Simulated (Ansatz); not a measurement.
Cost and result for the atomization energy of C$_{3}$H$_{7}$NSi, SMILES `C[SiH2]C1=NC1` (12 atoms, 12 bonds).

```json
{"atom": "C1", "x (Å)": "-0.9289", "y (Å)": "-1.0252", "z (Å)": "1.5576"}
{"atom": "Si2", "x (Å)": "0.6030", "y (Å)": "-0.4872", "z (Å)": "0.6481"}
{"atom": "C3", "x (Å)": "0.1384", "y (Å)": "0.5611", "z (Å)": "-0.8206"}
{"atom": "N4", "x (Å)": "-0.8826", "y (Å)": "1.0192", "z (Å)": "-1.3934"}
{"atom": "C5", "x (Å)": "0.4478", "y (Å)": "1.3638", "z (Å)": "-2.0017"}
{"atom": "H6", "x (Å)": "-1.4901", "y (Å)": "-0.1571", "z (Å)": "1.9093"}
{"atom": "H7", "x (Å)": "-0.6705", "y (Å)": "-1.6418", "z (Å)": "2.4213"}
{"atom": "H8", "x (Å)": "-1.5794", "y (Å)": "-1.6068", "z (Å)": "0.9012"}
{"atom": "H9", "x (Å)": "1.5020", "y (Å)": "0.3410", "z (Å)": "1.4937"}
{"atom": "H10", "x (Å)": "1.3809", "y (Å)": "-1.6380", "z (Å)": "0.1193"}
{"atom": "H11", "x (Å)": "0.7840", "y (Å)": "2.3909", "z (Å)": "-1.8924"}
{"atom": "H12", "x (Å)": "0.6953", "y (Å)": "0.8803", "z (Å)": "-2.9424"}
```

Charge 0, multiplicity 1. All single points use the PBE0-D4/def2-TZVP geometry. It is one conformer, not always the lowest. Program: Ansatz. All runs use 4 threads of an Arm Neoverse V2 on a shared host. Times are those of one run each, without the atoms' runs, and a repeat can differ threefold. Electronic energies, without spin–orbit coupling; frozen cores. CCSD(T)/CBS adds CCSD(T) − MP2 in def2-TZVPP to the MP2 limit, and its time is that of the two runs behind it. T1 = 0.011; the RHF reference is unstable towards UHF.

CCSD(T)/CBS is a level of theory with its own doubt, some kJ/mol a heavy atom from the limit and from the frozen cores, so smaller differences don't rank the functionals.

```
                           level  functions  wall time
            revPBE-D4/def2-TZVPP        264      1.9 s
              BLYP-D4/def2-TZVPP        264      2.1 s
              PBE0-D4/def2-TZVPP        264      2.7 s
         CAM-B3LYP-D4/def2-TZVPP        264      3.1 s
           r2SCANh-D4/def2-TZVPP        264      4.4 s
                CCSD(T)/def2-SVP        109      4.6 s
               B2PLYP/def2-TZVPP        264      5.5 s
             PBE-QIDH/def2-TZVPP        264      5.5 s
              ωB97X-V/def2-TZVPP        264      7.5 s
ωB97M-V/def2-TZVPP (with forces)        264       11 s
                  MP2/def2-QZVPP        508       25 s
              CCSD(T)/def2-TZVPP        264    2.4 min
               CCSD(T)/CBS(def2)          –    2.8 min
```

Task: What atomization energy does each give, and how far from CCSD(T)/CBS? (Best estimate.)

Result: Ansatz gave: 
```tsv
level	atomization (kcal/mol)	difference from CCSD(T)/CBS	per bond
revPBE-D4/def2-TZVPP	1090.5	3.6	0.3
BLYP-D4/def2-TZVPP	1090.5	3.6	0.3
PBE0-D4/def2-TZVPP	1094.8	7.9	0.7
CAM-B3LYP-D4/def2-TZVPP	1093.4	6.5	0.5
r2SCANh-D4/def2-TZVPP	1083.3	-3.6	-0.3
CCSD(T)/def2-SVP	1030.5	-56.4	-4.7
B2PLYP/def2-TZVPP	1078.5	-8.4	-0.7
PBE-QIDH/def2-TZVPP	1083.0	-3.9	-0.3
ωB97X-V/def2-TZVPP	1094.3	7.4	0.6
ωB97M-V/def2-TZVPP (with forces)	1093.0	6.1	0.5
MP2/def2-QZVPP	1091.3	4.4	0.4
CCSD(T)/def2-TZVPP	1058.4	-28.5	-2.4
CCSD(T)/CBS(def2)	1086.9	0.0	0.0
```

The D4 term adds +8.8 kcal/mol with B3LYP and +4.6 kcal/mol with PBE0; it sums over pairs of atoms, weighted by their polarisabilities, and B3LYP, whose exchange is more repulsive, gets the larger term. In def2-TZVPP, CCSD(T) changes the Hartree–Fock value by +278.3 kcal/mol (the triples alone add +17.8 kcal/mol) and MP2 by +294.4 kcal/mol; breaking electron pairs costs correlation energy, which Hartree–Fock lacks. From r2SCAN to r2SCAN0 (25 % exact exchange), in def2-TZVPP and without D4, the atomization energy moves by −16.9 kcal/mol: exact exchange takes away binding that semilocal exchange gives to molecules.

B3LYP here is the variant with VWN-RPA as its local correlation; programs differ in this.
